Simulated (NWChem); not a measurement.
Species: CH3ClGeO, singlet; SMILES C[O][Ge][Cl]

```xyz
7

Ge     0.8658    -0.0656     0.0000
Cl    -0.8152    -1.5236     0.0000
O     -0.0258     1.4603     0.0000
C     -1.3925     1.7792     0.0000
H     -2.0282     0.8784     0.0000
H     -1.6293     2.3830     0.8916
H     -1.6293     2.3830    -0.8916
```
Atoms are numbered in this order, from 1.

Program: NWChem. Medium grid unless said otherwise, to which SCAN and Minnesota functionals are sensitive. Low-valent species are run as closed-shell singlets; no triplet was tried in these runs. Geometry: optimised at PBE0/def2-SVP.

For level B3LYP/def2-SVP:

```
Property                     Result
---------------------------  ------
highest occupied level (eV)   -7.64
orbital gap (eV)               5.34
```

Q: What are these values for level M06-2X/def2-SVP?

A: 
| Quantity | Result |
|---|---|
| highest occupied level (eV) | -8.92 |
| orbital gap (eV) | 7.72 |
